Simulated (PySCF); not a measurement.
SMILES C(C)([Te]S)C (C3H8STe) (B3LYP/def2-SVP optimised geometry):

```
13

Te    -0.051    -1.992     0.000
C     -0.381     0.214     0.000
C     -1.891     0.440    -0.010
C      0.347     0.896    -1.149
H      0.041     0.538     0.964
H     -2.107     1.522     0.042
H     -2.354     0.060    -0.936
H     -2.393    -0.037     0.847
H      1.425     0.672    -1.134
H      0.229     1.992    -1.069
H     -0.056     0.581    -2.125
S      2.393    -1.992     0.000
H      2.567    -1.935     1.344
```

Calculation: B3LYP/def2-TZVP, def2 effective core potentials past Kr (PySCF).

Task: What are the frontier orbital energies and the dipole moment?

Result: HOMO-2 -8.17 eV, HOMO-1 -6.87 eV, HOMO -5.98 eV, LUMO -1.84 eV, LUMO+1 -0.55 eV; dipole moment 2.09 D.

On the same geometry PBE/def2-TZVP, def2 effective core potentials past Kr run with PySCF gives HOMO-2 -7.24 eV, HOMO-1 -5.97 eV, HOMO -5.15 eV, LUMO -2.46 eV, LUMO+1 -1.17 eV; dipole moment 2.06 D.
